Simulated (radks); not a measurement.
Q: Method: non-relativistic Kohn-Sham, LDA (Slater exchange, VWN5 correlation), spin-polarised, spherical densities, point nucleus; open shells are filled with parallel spins first (spin-orbit coupling, left out, can overturn this in heavy ions); computed with a radial shooting solver on a logarithmic mesh with Libxc functionals. Response by self-consistent Sternheimer equations with the Hartree and adiabatic LDA kernel. For heavy and open-shell atoms this level of theory can miss by tens of per cent. Rank Mo, V3+, Nb2+, Sn3+, S, Ar+ (NIST ground configurations) by static dipole polarisability, largest first.

A: Mo 77.19, S 21.21, Nb2+ 11.07, Sn3+ 9.901, Ar+ 7.095, V3+ 2.280 bohr^3.
